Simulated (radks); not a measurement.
Correlation energies from several functionals, in hartree. Species: Hg2+ [Xe] 4f14 5d10; Eu [Xe] 4f7 6s2. Calculated with a radial shooting solver on a logarithmic mesh with Libxc functionals: non-relativistic Kohn-Sham, exchange-only PBE, spin-polarised, spherical densities, point nucleus. Every spin shell is full or empty, so the densities are truly spherical. Functionals are evaluated on that one density, not self-consistently.

PW92: Hg2+ -8.2407; Eu -6.1704
PZ: Hg2+ -8.2471; Eu -6.1636
Wigner: Hg2+ -4.2430; Eu -3.2887
PBE: Hg2+ -4.8545; Eu -3.5192
PBEsol: Hg2+ -5.4284; Eu -3.9670
LYP: Hg2+ -4.2855; Eu -3.2436
PW91: Hg2+ -5.2072; Eu -3.7924
AM05: Hg2+ -7.7689; Eu -5.7768
TPSS: Hg2+ -4.8521; Eu -3.5213
SCAN: Hg2+ -4.8751; Eu -3.5663
